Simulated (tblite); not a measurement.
C₅H₆F₃OP.
Cartesian coordinates in Å at the GFN2-xTB level; atoms count from 1:
```xyz
16
C5H6F3OP angstrom
O     -2.4925   -1.0090   -1.8362
P     -1.7460   -0.7921   -0.6008
C      0.0291   -1.1778   -0.5751
C      0.6983   -0.2040    0.0303
C      2.1861   -0.1942    0.2327
F      2.7597    0.8900   -0.3158
F      2.7963   -1.2627   -0.2892
F      2.5064   -0.1647    1.5395
C     -0.0751    0.9560    0.5937
C     -1.4650    0.9365   -0.0434
H     -2.2504   -1.4827    0.5009
H      0.4735   -2.0570   -1.0106
H     -0.1404    0.8320    1.6789
H      0.4489    1.8954    0.4028
H     -2.2424    1.2942    0.6298
H     -1.4940    1.5491   -0.9491
```

Computed values, GFN2-xTB/tblite, gas phase, harmonic and unscaled. Against measured fundamentals such values can be off by several per cent, at times by over 20. Modes of hydrogen on phosphorus can be 10 to 20 % off. One conformer, not necessarily the lowest.

Harmonic wavenumbers (cm⁻¹): 29.2, 87.7, 104.3, 148.7, 217.8, 282.9, 298.3, 364.9, 393.9, 433.3, 456.8, 518.4, 567.3, 627.7, 715.6, 731.9, 771.4, 798.0, 822.1, 878.2, 927.9, 957.8, 987.9, 1036.3, 1044.2, 1079.3, 1095.4, 1145.7, 1158.6, 1220.3, 1238.9, 1298.2, 1316.0, 1423.3, 1456.8, 1679.4, 2275.1, 2946.7, 2956.4, 2982.1, 3002.0, 3106.0.

A = 2553, B = 642.6, C = 581.4 MHz; mass 170.011 u (most abundant isotopes); point group C1, symmetry number 1.

Question: Zero-point energy?

Answer: ½Σν̃ = 22791 cm⁻¹ = 65.16 kcal/mol.

Question: Entropy at 273.15 K, 1 bar (ideal gas, RRHO, classical rotation)?

Answer: Translation 40.89, rotation 29.94, vibration 25.53: S = 96.4 cal/(mol K).

Question: And Cp and H(273.15 K) − H(0)?

Answer: Cp = 35.41 cal/(mol K), of which vibrations give 27.46 (their classical limit is 42 R = 83.5); H(273.15 K) − H(0) = 5.84 kcal/mol without the zero-point energy, 3.67 from vibrations.

Question: Blend soft modes into free rotors: weight 1/[1 + (100 cm⁻¹/ν̃)⁴] for the oscillator and the rest for a rotor with moment μB/(μ + B), μ = h/(8π²ν), B = 10⁻⁴⁴ kg m². What vibrational entropy results?

Answer: 23.20 cal/(mol K) in place of 25.53, which changes −T·S at 273.15 K by +0.63 kcal/mol.

Question: What must be added to the electronic energy to get the Gibbs energy at 273.15 K and 1 bar?

Answer: ZPE + [H(273.15 K) − H(0)] − T·S = 65.16 + 5.84 − 26.32 = 44.68 kcal/mol.

Question: How do the functions run with temperature in this model?

Answer: 
| T (K) | S (cal/(mol K)) | Cp (cal/(mol K)) | H − H(0) (kcal/mol) | G − H(0) (kcal/mol) | ln q(vib) |
| --- | --- | --- | --- | --- | --- |
| 100 | 71.3 | 17.6 | 1.27 | -5.86 | 1.87 |
| 200 | 86.6 | 27.8 | 3.53 | -13.78 | 4.28 |
| 300 | 99.8 | 38.1 | 6.83 | -23.11 | 6.75 |
| 500 | 123.5 | 54.8 | 16.24 | -45.50 | 11.73 |
| 800 | 152.6 | 68.8 | 35.01 | -87.09 | 18.84 |
| 1000 | 168.6 | 74.2 | 49.34 | -119.25 | 23.18 |

q(vib) and H(0) count from the zero-point level.

Hindered rotation and anharmonicity are outside this model. Other conformers, if any are populated, would add a mixing term that is left out. The structure is chiral; the term R ln 2 for an equal mix with its mirror image is left out.
